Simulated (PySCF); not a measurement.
Compound: C4H7N3.
Numbering: `[CH3:1][c:2]1[n:3][n:4][nH:5][c:6]1[CH3:7]`

Geometry (GFN2-xTB, Å), atoms numbered from 1 in this order:
```
atom  x, y, z in Å
C1     1.9570   -0.2791   -0.0138
C2     0.7021    0.4458    0.3119
N3     0.6937    1.6131    0.9927
N4    -0.5060    2.0212    1.1402
N5    -1.3212    1.1402    0.5634
C6    -0.6111    0.1179    0.0205
C7    -1.2350   -1.0208   -0.6935
H8     2.0734   -0.3815   -1.0922
H9     2.7992    0.2803    0.3820
H10    1.9514   -1.2747    0.4284
H11   -2.3208    1.2713    0.5655
H12   -1.9141   -1.5613   -0.0340
H13   -1.8041   -0.6682   -1.5539
H14   -0.4654   -1.7046   -1.0394
```

NICS = −σ at a ghost point: NICS(0) at the centroid of the ring atoms, NICS(1) 1 Å to either side along the normal of their mean plane, zz for the tensor component along that normal. Level: GIAO PBE0/pcSseg-1 (PySCF, non-relativistic, gas phase) on the GFN2-xTB geometry, one conformer.

Ring bond lengths (Å), with Mayer bond orders in brackets: C2–N3 1.351 (1.34), N3–N4 1.276 (1.50), N4–N5 1.332 (1.19), N5–C6 1.358 (1.07), C6–C2 1.385 (1.44).

**Question.** Give the NICS values of each ring in ppm.

**Answer.** 
| ring | type | NICS(0) | NICS(1), two faces | NICS(1)zz, two faces | rms pucker (Å) | centre to ring atoms, mean (Å) |
| --- | --- | --- | --- | --- | --- | --- |
| C2–N3–N4–N5–C6 | 5-membered ring with 3 N; formal bonds all aromatic | -12.5 | -12.9 / -12.9 | -32.0 / -32.0 | 0.00 | 1.14 |

**Question.** What do they say, and how far can they be read as aromaticity?

**Answer.** 
- C2–N3–N4–N5–C6: mean NICS(1)zz -32.0 ppm, shielded. The ring is flat and has no four-coordinate atom; by the NICS criterion it is aromatic.

**Question.** How equal are the bonds by HOMA? Use HOMA with the parameters of Krygowski (1993).

**Answer.** 
- C2–N3–N4–N5–C6: HOMA 0.94; the largest term is that of N3–N4, α(R − Ropt)² = 0.14. The geometric and the magnetic index point the same way.

**Question.** What are the shieldings of the ring atoms and their hydrogens in the same run (means over atoms taken as equivalent)?

**Answer.** 
```
atoms                  environment  σ isotropic (ppm)
   C2  substituted aromatic carbon               44.8
   N3       pyridine-type nitrogen             -120.8
   N4       pyridine-type nitrogen             -127.1
   N5        pyrrole-type nitrogen               11.2
   C6  substituted aromatic carbon               52.4
  H11                 N–H hydrogen              21.03
```
